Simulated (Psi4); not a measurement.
Approach curve of the dimer HF ··· BF3 (SMILES F and FB(F)F), singlet. Monomers: optimised at B3LYP-D3(BJ) (def2-TZVP), held rigid. Orientation: a random orientation, not optimised. R is the distance of the centres of mass, along which the second monomer moves.

Geometry at R = 4.20 Å (first 2 atoms: monomer A):
```
6

F      0.4622     0.0000     0.0000
H     -0.4622     0.0000     0.0000
F     -3.1001    -4.0076     0.5960
B     -2.7066    -2.7527     0.5538
F     -3.5523    -1.7884     0.8458
F     -1.4689    -2.4615     0.2157
```

Levels: PBE/def2-TZVP, counterpoise-corrected (Psi4); SCS-MP2/aug-cc-pVDZ = DF-SCS-MP2/aug-cc-pVDZ, frozen core, counterpoise-corrected run with Psi4; HF/aug-cc-pVDZ, counterpoise-corrected (Psi4); SAPT0/jun-cc-pVDZ, frozen core (Psi4).

Interaction energies in kJ/mol:

```tsv
R / Å	PBE/def2-TZVP	SCS-MP2/aug-cc-pVDZ	HF/aug-cc-pVDZ
3.56	7.78	9.38	11.40
3.80	0.98	2.13	3.59
3.98	-0.90	0.01	1.14
4.20	-1.63	-0.98	-0.15
4.41	-1.64	-1.20	-0.60
4.60	-1.45	-1.16	-0.71
4.93	-1.05	-0.94	-0.68
5.23	-0.75	-0.74	-0.58
5.67	-0.47	-0.52	-0.45
6.39	-0.26	-0.31	-0.30
7.42	-0.14	-0.17	-0.17
8.71	-0.08	-0.09	-0.09
```

Predict the corresponding SAPT0/jun-cc-pVDZ column.

3.56: 9.20; 3.80: 2.36; 3.98: 0.30; 4.20: -0.72; 4.41: -1.01; 4.60: -1.03; 4.93: -0.89; 5.23: -0.74; 5.67: -0.55; 6.39: -0.35; 7.42: -0.20; 8.71: -0.11 (kJ/mol).
